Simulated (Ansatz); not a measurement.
Isolated molecules relaxed with PBE0-D4/def2-TZVP in Ansatz; ΔE leaves out vibrations. CCSD(T)/CBS is the MP2 limit (def2-TZVPP, def2-QZVPP) plus CCSD(T) − MP2 in def2-TZVPP, frozen cores. This one scheme is used for every species. DFT in def2-TZVPP. HSE06 is defined as in plane-wave codes. One conformer a species, not always the lowest.

Consider the cleavage of the Al–Si bond: `[AlH2][SiH3]` + `N[SiH2]S` → `N[SiH2][S][AlH2]` + SiH₄.

`[AlH2][SiH3]`:

Cartesian coordinates in Å:
```
Al -0.651 0.068 -1.247
Si 0.505 -0.057 0.917
H 0.105 -0.232 -2.611
H -2.191 0.456 -1.291
H 0.433 1.254 1.627
H -0.145 -1.065 1.805
H 1.944 -0.425 0.800
```

`N[SiH2]S`:

```xyz
8

N    -1.427   -0.041   -0.100
Si    0.242   -0.392   -0.048
S     1.377    1.280    0.688
H    -2.034   -0.350    0.640
H    -1.788    0.771   -0.572
H     0.796   -0.695   -1.392
H     0.374   -1.574    0.839
H     2.460    1.001   -0.055
```

`N[SiH2][S][AlH2]`:

Z-matrix (Å, degrees):
```
Si
S 1 2.159
N 1 1.709 2 117.2
H 1 1.482 2 103.7 3 119.7
H 1 1.482 2 108.8 3 -121.1
Al 2 2.172 1 97.9 3 61.3
H 3 1.008 1 119.7 2 -80.0
H 3 1.007 1 120.8 2 66.0
H 6 1.586 2 118.6 1 0.6
H 6 1.579 2 118.4 1 -178.9
```

SiH₄:

Cartesian coordinates in Å:
```
Si 0.000 0.000 0.000
H -0.054 -1.014 1.083
H 0.735 -0.557 -1.163
H 0.699 1.213 0.493
H -1.381 0.358 -0.412
```

```csv
level,ΔE (kcal/mol),difference from CCSD(T)/CBS
LDA (SPW92),-28.4,2.9
revPBE-D4,-28.6,2.7
BLYP-D4,-30.3,1.0
B97M-V,-30.6,0.7
PBE0-D4,-29.2,2.1
HSE06-D4,-29.2,2.1
ωB97M-V,-32.1,-0.8
PBE-QIDH,-31.1,0.2
PBE,-27.5,3.8
r2SCANh,-31.0,0.3
HSE06,-28.5,2.8
RPA@PBE/def2-TZVPP,-30.0,1.3
HF/def2-SVP,-32.0,-0.7
CCSD/def2-SVP,-31.4,-0.1
CCSD/def2-TZVPP,-30.4,0.9
CCSD/CBS(def2),-30.8,0.5
CCSD(T)/CBS,-31.3,0
```

Largest T1 diagnostic among the species: 0.012.

Leaving LDA and LC-ωPBE aside and taking each functional with its dispersion term where it has one, the values, not all of them listed here, spread over 3.7 kcal/mol, from ωB97M-V to PBE-D4. LDA lies −1.0 kcal/mol from PBE without D4. From PBE to PBE0 (25 % exact exchange), in def2-TZVPP and without D4, ΔE moves by −0.9 kcal/mol.
